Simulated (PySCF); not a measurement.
Species: trans-Sn(PH3)2F4.
Cartesian coordinates in Å at the PBE0-D3(BJ)/def2-SVP level; atoms count from 1:
```xyz
13
F4H6P2Sn angstrom
Sn    -0.0079   -0.0109    0.0016
P     -0.0483    0.0071    2.6736
H      0.3633    1.1855    3.3387
H      0.8277   -0.9431    3.2454
H     -1.2478   -0.2831    3.3650
P      0.0519   -0.0153   -2.6701
H      1.2605    0.3236   -3.3223
H     -0.8364    0.9188   -3.2491
H     -0.3034   -1.1936   -3.3672
F      1.9340   -0.0212    0.2301
F     -1.9576    0.0069   -0.1164
F      0.0248    1.9360   -0.1769
F     -0.0303   -1.9629    0.0699
```

Computed with TDDFT wB97X-D/def2-SVPD, vertical, gas phase, core orbitals frozen in the response, def2 core potentials past Kr in PySCF. Spin–orbit coupling is left out.

Kohn–Sham orbitals with the atoms that hold most of them (Löwdin shares over 4%, at most four atoms; ? is withheld):

```tsv
orbital	ε (eV)	atoms
HOMO-3	-11.95	F11 23%, F13 23%, F12 22%, F10 22%
HOMO-2	-11.58	F11 26%, F13 26%, F12 25%, F10 24%
HOMO-1	-11.20	P6 24%, P2 23%, Sn1 12%, F12 6%
HOMO	-11.16	?
LUMO	?	?
LUMO+1	1.37	P2 29%, P6 27%, H4 9%, H8 8%
LUMO+2	1.40	P6 28%, P2 25%, H7 8%, H3 7%
```

Question: Which atoms hold the LUMO, and with what shares?

Answer: Sn1 (bonded to 4 F and 2 P) 29%; P2 (bonded to Sn and 3 H) 10%; P6 (bonded to Sn and 3 H) 10%; F10 (bonded to Sn) 9%. By element: tin 29%, phosphorus 20%, fluorine 9% or more.

Question: Give the leading atoms of the HOMO.

Answer: P2 (bonded to Sn and 3 H) 19%; P6 (bonded to Sn and 3 H) 18%; F10 (bonded to Sn) 12%; F12 (bonded to Sn) 12%. By element: phosphorus 37%, fluorine 25% or more.

Question: What is the LUMO energy, and the HOMO–LUMO gap?

Answer: ε(LUMO) = 0.20 eV; the gap is 11.36 eV (0.4174 hartree).

Question: How does S1 compare with the orbital gap of 11.36 eV?

Answer: S1 is at 6.91 eV (f = 0.0000), 4.44 eV below the gap, made of HOMO-2→LUMO (94%). Its leading pair isn't HOMO and LUMO; the energies of that pair differ by 11.78 eV. 

Question: One configuration dominates each of S1, S2 and S3. Which, and how do the shares of the two leading atoms of either orbital change from the occupied to the empty one?

Answer: 
- S1 (6.91 eV, f 0.0000), HOMO-2→LUMO (94%): F11 26% → at most 9%, F13 26% → at most 9%, Sn1 at most 1% → 29%, P2 at most 1% → 10%
- S2 (6.98 eV, f 0.580), HOMO→LUMO (94%): P2 19% → 10%, P6 18% → 10%, Sn1 at most 13% → 29%
- S3 (7.40 eV, f 0.0000), HOMO-1→LUMO (76%): P6 24% → 10%, P2 23% → 10%, Sn1 12% → 29%

Orbitals of the list HOMO-3 to LUMO+2 that lie within 0.01 eV of each other are written together with a slash and their weights summed (≥ marks a lower bound); for degenerate orbitals outside that list single weights are arbitrary.

Löwdin shares depend on the basis, the more so with diffuse functions.
